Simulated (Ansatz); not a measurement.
Reaction (ligand exchange at the Si–O bond): `[CH3][Al]([SiH3])[O][SiH3]` + `[OH][GeH]([F])[F]` → `[F][GeH]([F])[O][SiH3]` + `[CH3][Al]([OH])[SiH3]`

Isolated molecules relaxed with PBE0-D4/def2-TZVP in Ansatz; ΔE leaves out vibrations. CCSD(T)/CBS is the MP2 limit (def2-TZVPP, def2-QZVPP) plus CCSD(T) − MP2 in def2-TZVPP, frozen cores. Functionals use def2-TZVPP. For Ge outer-core shells are correlated without core-valence functions, which leaves a few kJ/mol of doubt a bond. Scalar relativity is left out up to krypton. One conformer a species, not always the lowest.

| species | r2SCAN0 energy (Eh) |
| --- | --- |
| `[CH3][Al]([SiH3])[O][SiH3]` | -940.16245 |
| `[OH][GeH]([F])[F]` | -2353.16804 |
| `[F][GeH]([F])[O][SiH3]` | -2643.87681 |
| `[CH3][Al]([OH])[SiH3]` | -649.44886 |

**Question.** Work out ΔE.

**Answer.** ΔE = (-2643.87681) + (-649.44886) − (-940.16245) − (-2353.16804) = 0.00482 Eh = +0.13 eV. CCSD(T)/CBS gives +0.11 eV.

Largest T1 diagnostic among the species: 0.013.

Leaving LDA and LC-ωPBE aside and taking each functional with its dispersion term where it has one, the values, not all of them listed here, spread over 0.03 eV, from ωB97M-V to B97M-V.
